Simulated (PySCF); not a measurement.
# Nuclear quadrupole coupling in `C=C/C(C(=O)Cl)=C(/Cl)CC`

Compound: C7H8Cl2O.
Cartesian coordinates in Å at the GFN2-xTB level; atoms count from 1:
```
atom  x, y, z in Å
C1     2.531   -0.850    0.803
C2     1.362   -0.703    0.187
C3     0.692    0.572    0.009
C4     1.387    1.767    0.552
O5     2.176    2.476    0.031
Cl6    0.892    2.061    2.235
C7    -0.499    0.745   -0.589
Cl8   -1.154    2.347   -0.648
C9    -1.377   -0.310   -1.177
C10   -2.373   -0.825   -0.134
H11    3.075   -0.019    1.217
H12    2.984   -1.820    0.914
H13    0.848   -1.566   -0.209
H14   -0.769   -1.134   -1.551
H15   -1.927    0.117   -2.017
H16   -1.848   -1.273    0.706
H17   -3.026   -1.572   -0.579
H18   -2.983   -0.007    0.238
```

Field gradients from the PBE0/pcSseg-1 density (PySCF, non-relativistic), principal values in atomic units, ordered |Vxx| ≤ |Vyy| ≤ |Vzz|:

```json
{"atom": "O5", "Vxx": "0.3850", "Vyy": "1.2641", "Vzz": "-1.6491"}
{"atom": "Cl6", "Vxx": "-1.1338", "Vyy": "-2.1006", "Vzz": "3.2344"}
{"atom": "Cl8", "Vxx": "-1.6411", "Vyy": "-2.1518", "Vzz": "3.7929"}
```

Find the asymmetry η = (Vxx − Vyy)/Vzz and the couplings χ = eQV/h (234.96 MHz × Q in barn × V in au), with Q(17O) = −0.0256 b, Q(35Cl) = −0.0817 b.

```
atom           environment  nucleus     η  χzz (MHz)  χxx (MHz)  χyy (MHz)
  O5       carbonyl oxygen      17O  0.53       9.92      -2.32      -7.60
 Cl6  chlorine bonded to C     35Cl  0.30     -62.09      21.77      40.32
 Cl8        vinyl chlorine     35Cl  0.13     -72.81      31.50      41.31
```

The tensor is traceless: Vxx + Vyy + Vzz = 0.

What is Vzz at O5 in SI units (1 au = 9.71736 × 10²¹ V/m²)?

-1.6491 au = -16.025 × 10²¹ V/m².

Were the hydrogens deuterons (Q(2H) = 0.00286 b), χzz would run from 202 kHz (H15) to 227 kHz (H12).

One conformer (not necessarily the lowest) at the GFN2-xTB geometry, without solvent, vibrations or thermal averaging. GFN2-xTB bond lengths can be off by several hundredths of an ångström, more for odd bonds, and the gradients follow them. With a basis this small, the couplings can be 20 % off.

These values come from a run that also computed NMR shieldings. Rough CPU time on one thread of a shared machine: about 2.2 min.
